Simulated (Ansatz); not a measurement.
`c1c[se]c(-c2ccc(-c3ccc(-c4ccc(-c5ccc(-c6ccc(-c7ccc(-c8ccc(-c9ccc[se]9)[se]8)[se]7)[se]6)[se]5)[se]4)[se]3)[se]2)c1`, 65 atoms. Hardware: 11 threads of AMD EPYC 7R13 on a shared host and a whole NVIDIA H100 80GB HBM3.

The 6-31G sets use Cartesian d functions. Correlated methods freeze 117 core orbitals; core or outer-core shells of Se are correlated, in sets that lack core-valence functions. Single mean-field runs in 6-31G, def2-SVP, def2-TZVP are fitted with def2-universal-jkfit.

(1) How many basis functions does each of these Ansatz runs have, and roughly what does it cost? LDA (SPW92)/def2-TZVP, charge -1 doublet at the geometry of the charge 0 singlet, energy, from earlier orbitals; r2SCAN-D4/def2-TZVP, charge 0 singlet, energy, from earlier orbitals; PBE0-D4/def2-TZVP, charge -1 doublet at the geometry of the charge 0 singlet, energy; PBE-D4/def2-TZVP, charge -1 doublet at the geometry of the charge 0 singlet, energy, from earlier orbitals; LDA (SPW92)/def2-TZVP, charge 0 singlet, energy, from earlier orbitals; HF/6-31G, charge 0 singlet, energy; B3LYP-D4/6-31G, charge 0 singlet, energy; PBE0-D4/def2-TZVP, charge 1 doublet at the geometry of the charge 0 singlet, energy; MP2/def2-SVP, charge 0 singlet, energy, from earlier orbitals; PBE0-D4/def2-SVP, charge 0 singlet, energy, from earlier orbitals; PBE-D4/def2-TZVP, charge 0 singlet, energy and forces, from earlier orbitals; PBE-D4/def2-TZVP, charge 1 doublet at the geometry of the charge 0 singlet, energy, from earlier orbitals.

Results:

(1) Other jobs shared the machine, so times can vary by a factor of up to 3.

| run | functions | fitting or Cholesky vectors | wall time | peak host memory (GiB) |
| --- | --- | --- | --- | --- |
| HF/6-31G, charge 0 singlet, energy | 625 | 5454 | 3.8 s | 1.3 |
| B3LYP-D4/6-31G, charge 0 singlet, energy | 625 | 5454 | 4.4 s | 1.3 |
| LDA (SPW92)/def2-TZVP, charge 0 singlet, energy, from earlier orbitals | 1668 | 5454 | 7.5 s | 1.7 |
| PBE0-D4/def2-SVP, charge 0 singlet, energy, from earlier orbitals | 892 | 5454 | 7.5 s | 1.4 |
| r2SCAN-D4/def2-TZVP, charge 0 singlet, energy, from earlier orbitals | 1668 | 5454 | 9 s | 1.8 |
| PBE-D4/def2-TZVP, charge 0 singlet, energy and forces, from earlier orbitals | 1668 | 5454 | 9.5 s | 1.8 |
| LDA (SPW92)/def2-TZVP, charge -1 doublet at the geometry of the charge 0 singlet, energy, from earlier orbitals | 1668 | 5454 | 13 s | 2.2 |
| PBE-D4/def2-TZVP, charge 1 doublet at the geometry of the charge 0 singlet, energy, from earlier orbitals | 1668 | 5454 | 14 s | 2.3 |
| PBE-D4/def2-TZVP, charge -1 doublet at the geometry of the charge 0 singlet, energy, from earlier orbitals | 1668 | 5454 | 14 s | 2.3 |
| MP2/def2-SVP, charge 0 singlet, energy, from earlier orbitals | 892 | 9050 | 31 s | 2.5 |
| PBE0-D4/def2-TZVP, charge 1 doublet at the geometry of the charge 0 singlet, energy | 1668 | 5454 | 42 s | 3.2 |
| PBE0-D4/def2-TZVP, charge -1 doublet at the geometry of the charge 0 singlet, energy | 1668 | 5454 | 43 s | 3.2 |
